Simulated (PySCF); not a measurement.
Bonds (- single, = double, # triple, : aromatic): C1-Si2, Si2-C3, C3=C4, C4-Cl5, C4-C6, C6=O7, C6-C8, C8-C9, C8-C10. C1 carries H11, H12, H13; Si2 carries H14, H15; C3 carries H16; C8 carries H17; C9 carries H18, H19, H20; C10 carries H21, H22, H23. Stereochemistry as in C[SiH2]/C=C(/Cl)C(=O)C(C)C.

One computed conformer, equivalent nuclei averaged, non-relativistic Hamiltonian, isolated molecule. Coordinates at the GFN2-xTB level; GIAO PBE0/pcSseg-1 shieldings; PySCF.

Problem. Predict the 2D correlation tables (HSQC, COSY, HMBC).

Solution. 

HSQC (one-bond C–H):
```tsv
δH	δC
7.52 (H16)	162.9 (C3)
3.58 (H17)	39.6 (C8)
1.21 (H18/H19/H20/H21/H22/H23)	20.6 (C9/C10)
0.22 (H11/H12/H13)	-7.2 (C1)
```

COSY cross peaks (H two or three bonds apart, from the bond graph; peaks can be absent where the dihedral angle is near 90°):
```tsv
δH	δH
7.52 (H16)	4.57 (H14/H15)
4.57 (H14/H15)	0.22 (H11/H12/H13)
3.58 (H17)	1.21 (H18/H19/H20/H21/H22/H23)
```

HMBC (two and three bonds, from the bond graph):
```tsv
δH	δC
7.52 (H16)	209.3 (C6), 148.3 (C4), -7.2 (C1)
4.57 (H14/H15)	162.9 (C3), 148.3 (C4), -7.2 (C1)
3.58 (H17)	209.3 (C6), 148.3 (C4), 20.6 (C9/C10)
1.21 (H18/H19/H20/H21/H22/H23)	209.3 (C6), 39.6 (C8), 20.6 (C9/C10)
0.22 (H11/H12/H13)	162.9 (C3)
```

Referencing at the same level of theory: ¹H and ¹³C vs TMS.

Carbons that carry Cl, above all several Cl atoms, come out too deshielded, partly because spin–orbit coupling is missing. Shifts are as computed. Against solution values, carbons near 30 ppm lie about +3 ppm off and those near 130 ppm about +5 ppm; carbons on Cl a further +6 ppm. Of 1211 compounds with measured shifts, 218 miss one by over three times the rms of a fit or turn the order of signals round; such compounds aren't used in these exercises.
